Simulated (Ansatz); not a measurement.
PBE exchange is replaced step by step with exact exchange (0 % is PBE, 25 % PBE0; no dispersion term), basis def2-TZVPD, Ansatz. System: Ag2Pd2⁻ (the lowest doublet isomer of a short search). Total charge -1; doublet. Geometry: r2SCAN-D4/def2-SVPD, each spin state at its own.

Geometry of the doublet:

```csv
atom,x (Å),y (Å),z (Å)
Pd1,0.583,-0.704,0.864
Pd2,-0.581,0.703,-0.864
Ag3,-0.560,-2.046,-1.048
Ag4,0.558,2.047,1.048
```

In the def2 sets Ag, Pd take a core potential; there is no spin–orbit coupling. At PBE-D4/def2-TZVPD the highest occupied level of the charge -1 doublet lies above zero (up to 0.01 eV). By energy differences its removal costs 2.16 eV (vertical, to the charge 0 triplet, at PBE-D4/def2-TZVPD); a positive level beside a positive removal energy at the same level points to self-interaction error. At PBE-D4/def2-TZVPD, PBE with 5 % exact exchange/def2-TZVPD, PBE with 10 % exact exchange/def2-TZVPD, PBE with 15 % exact exchange/def2-TZVPD and others the highest occupied level of the charge -1 quartet lies above zero (up to 0.64 eV). It is a level of α spin, whose loss leaves a triplet; that state wasn't run at this geometry and level. The electron is either unbound and held by the finite basis, or the level is raised by self-interaction error. At PBE with 50 % exact exchange/def2-TZVPD the charge -1 doublet is spin-contaminated (final ⟨S²⟩ up to 0.83, 0.75 for a pure state). The structure comes from a short search, and lower isomers may exist.

HOMO and LUMO are taken over both spins.

```
exact exchange (%)  HOMO (eV)  LUMO (eV)  gap (eV)   ⟨S²⟩  quartet − doublet (kJ/mol)
                 0       0.01       0.19      0.18  0.760                        81.2
                 5      -0.11       0.37      0.48  0.765                        81.8
                10      -0.22       0.55      0.77  0.771                        82.2
                15      -0.32       0.74      1.06  0.777                        82.4
                25      -0.49       1.11      1.61  0.791                        82.0
                35      -0.64       1.51      2.16  0.805                        74.9
                50      -0.88       2.12      2.99  0.825                        62.0
```

The spin gap doesn't follow a straight line here, which points to a change of state along the sweep.
